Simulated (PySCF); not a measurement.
## GdF3(H2O) relaxed at several levels

Computed with PySCF 2.14.0, def2-SVP on the ligands, density fitting, scalar-relativistic core potentials, no spin-orbit coupling, vacuum. Each row is relaxed at its own level from the same template. Distances are means of the shortest metal–ligand contacts, charges and spins Mulliken's; removal energies are rigid, with the ligand's formal charge and no counterpoise, so too large; for an anion taken off a cation in vacuum most of it is the attraction of opposite charges, and multiply charged cations can part far more cheaply with an electron moved from ligand to metal. lcecp potentials hold a fixed number of 4f electrons in the core, out of states, spins and gaps.

```tsv
level	basis on the metal	point group	M–F (Å)	M–H2O (Å)	charge on M (e)	dipole (D)	removal of one F (eV)	unstable modes (below −25 cm⁻¹)
r2SCAN	lcecp-1-SVP with ECP53	Cs	2.056	2.448	1.18	6.92	11.06	not given
```

Question: What does the calculation give for PBE0, lcecp-1-SVP with ECP53?

Answer: point group: Cs, M–F (Å): 2.050, M–H2O (Å): 2.444, charge on M (e): 1.22, dipole (D): 6.73, removal of one F (eV): 11.04, unstable modes (below −25 cm⁻¹): not given.
```xyz
7

Gd    0.0842   -0.0892    0.0892
F     1.0904    1.3635    1.1310
F    -1.3122   -1.1477    1.1477
F     1.0904   -1.1310   -1.3635
O    -1.3119    1.3294   -1.3294
H    -1.6444    2.2096   -1.1135
H    -1.6444    1.1135   -2.2096
```

One start shape was tried for each, so a minimum needn't be the lowest isomer.
